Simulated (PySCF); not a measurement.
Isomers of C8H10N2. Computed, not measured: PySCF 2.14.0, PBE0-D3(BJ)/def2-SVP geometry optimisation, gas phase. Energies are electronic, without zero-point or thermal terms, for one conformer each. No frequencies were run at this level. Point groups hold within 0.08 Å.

Task: Order them by energy at this level, lowest first, and give relative energies in kcal/mol.
A. `[CH3:1][c:2]1[cH:3][n:4][n:5][cH:6][c:7]1[CH:8]1[CH2:9][CH2:10]1` with C6–C7–C8–C9 -16°
B. `[N:1]#[C:2][C@H:3]1[CH2:4][CH2:5][C@H:6]([C:7]#[N:8])[CH2:9][CH2:10]1` with C2–C3–C4–C5 68°, C3–C4–C5–C6 55°, C4–C5–C6–C7 68°, C5–C6–C9–C10 55°
C. `[CH2:1]=[CH:2][c:3]1[cH:4][n:5][nH:6][c:7]1[CH:8]1[CH2:9][CH2:10]1` with C1–C2–C3–C4 2°, N6–C7–C8–C9 118°

Result: B (0.0), C (24.3), A (26.3).

As drawn, the lowest has a C≡N group, which the highest lacks; the highest has an aromatic ring, a three-membered ring and an N–N linkage, which the lowest lacks. Neighbours under 2.5 kcal/mol apart (C=Cc1cn[nH]c1C1CC1 and Cc1cnncc1C1CC1) can change places with a better method, another conformer or zero-point energy.

```
                  SMILES      E (Eh)  E rel (kcal/mol)  dipole (D)  point group       A, B, C (MHz)
N#C[C@H]1CC[C@H](C#N)CC1  -419.57416               0.0        0.00          C2h  2855, 920.3, 875.5
      C=Cc1cn[nH]c1C1CC1  -419.53540              24.3        2.95           C1   1935, 1166, 758.2
          Cc1cnncc1C1CC1  -419.53221              26.3        5.24           C1   2328, 1123, 804.2
```

Task: How do the relative energies change in single points at PBE0/pcSseg-1 (no added dispersion term) on the same geometries?

Result: 
```csv
SMILES,PBE0-D3(BJ)/def2-SVP (kcal/mol),PBE0/pcSseg-1 (kcal/mol),shift
N#C[C@H]1CC[C@H](C#N)CC1,0.0,0.0,0.0
C=Cc1cn[nH]c1C1CC1,24.3,28.8,+4.5
Cc1cnncc1C1CC1,26.3,30.2,+3.9
```

Each column counts from its own lowest isomer. The order is unchanged; the largest shift is 4.5 kcal/mol.
